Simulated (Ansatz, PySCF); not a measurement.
System: SiBr₂ (charge 0, singlet). 
Geometry from a B3LYP-D3(BJ)/def2-TZVP (Ansatz, an electronic-structure program) optimisation:
```
Si
Br 1 2.2694
Br 1 2.2694 2 102.37
```

Total electronic energies in hartree. Cores are frozen in the correlated levels unless marked. Spin-orbit coupling is left out. The frozen core is the preceding noble-gas configuration, with the filled d and f shells of earlier blocks. No relativistic terms. CBS(X,Y): correlation extrapolated as X^-3; Hartree-Fock from the larger set.

The Hartree-Fock reference is unstable (checked in the largest basis), which strains HF and MP2. 

| level | program | energy (Eh) |
|---|---|---|
| HF/def2-QZVPP | Ansatz | -5433.94485 |
| PBE-D3(BJ)/def2-TZVPD | Ansatz + dftd3 | -5436.96471 |
| TPSS/def2-TZVPD | PySCF | -5437.71134 |
| r2SCAN-D4/def2-TZVPD | Ansatz + dftd4 | -5437.81917 |
| PBE0/def2-SVP | Ansatz | -5436.43208 |
| PBE0-D4/def2-TZVP | Ansatz + dftd4 | -5437.16229 |
| PBE0/def2-TZVP | Ansatz | -5437.15872 |
| BHLYP/def2-TZVPD | Ansatz | -5437.85812 |
| TPSSh-D3(BJ)/def2-TZVPD | PySCF + dftd3 | -5437.72156 |
| MN15-D3(BJ)/def2-TZVPD | PySCF + dftd3 | -5438.42701 |
| CAM-B3LYP/def2-TZVPD | Ansatz | … |
| B2GP-PLYP/def2-TZVPD | Ansatz | -5436.58591 |
| MP2/STO-3G | Ansatz | -5375.03619 |
| MP2/def2-SVPD | Ansatz | -5433.44054 |
| MP2/def2-TZVPP | Ansatz | -5434.25352 |
| MP2/def2-TZVPPD | Ansatz | -5434.25622 |
| RI-MP2/def2-QZVPP | Ansatz | -5434.40421 |
| RI-MP2/CBS(def2-TZVPP,def2-QZVPP) | Ansatz | -5434.4363 |
| SCS-MP2/def2-SVP | Ansatz | -5433.40797 |
| CCSD/6-31G* | Ansatz | -5433.52128 |
| CCSD(T)/STO-3G | Ansatz | -5375.05190 |
| CCSD(T)/def2-TZVPP | Ansatz | -5434.31103 |
| CCSD(T)/CBS(def2-TZVPP,def2-QZVPP) | Ansatz | -5434.4942 |

Some entries are withheld; supply them.


- CAM-B3LYP/def2-TZVPD, energy (Eh): -5438.12939
